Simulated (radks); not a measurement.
The technetium ion Tc4+, configuration [Kr] 4d3 (the NIST ground configuration). Method: Dirac Kohn-Sham, PBE, spin-unpolarised, spherical densities, finite nucleus; open shells are shared between the two j in proportion to 2j + 1; Fermi nuclear charge, rms radius 4.4112 fm; computed with a radial shooting solver on a logarithmic mesh with Libxc functionals. Some entries of the table are withheld. Estimate them.

orbital,occ.,eigenvalue (hartree),r(max) (bohr)
1s1/2,2,-768.2502,0.02228
2s1/2,2,(1),0.1263
2p1/2,2,(2),0.09815
2p3/2,4,(3),0.1020
3s1/2,2,-20.78916,0.3724
3p1/2,2,(4),0.3594
3p3/2,4,(5),0.3688
3d3/2,4,-11.00405,0.3098
3d5/2,6,-10.86416,0.3125
4s1/2,2,-4.37777,0.9454
4p1/2,2,(6),0.9986
4p3/2,4,(7),1.022
4d3/2,1.2,(8),1.200
4d5/2,1.8,(9),1.209
5s1/2,0,-1.39684,2.272
5p1/2,0,-1.14081,(10)
5p3/2,0,-1.11978,(11)

Answer. 
(1) 2s1/2 eigenvalue (hartree): -111.0935
(2) 2p1/2 eigenvalue (hartree): -102.5784
(3) 2p3/2 eigenvalue (hartree): -98.23280
(4) 3p1/2 eigenvalue (hartree): -17.51710
(5) 3p3/2 eigenvalue (hartree): -16.78982
(6) 4p1/2 eigenvalue (hartree): -3.40430
(7) 4p3/2 eigenvalue (hartree): -3.29022
(8) 4d3/2 eigenvalue (hartree): -1.81337
(9) 4d5/2 eigenvalue (hartree): -1.79911
(10) 5p1/2 r(max) (bohr): 2.543
(11) 5p3/2 r(max) (bohr): 2.592
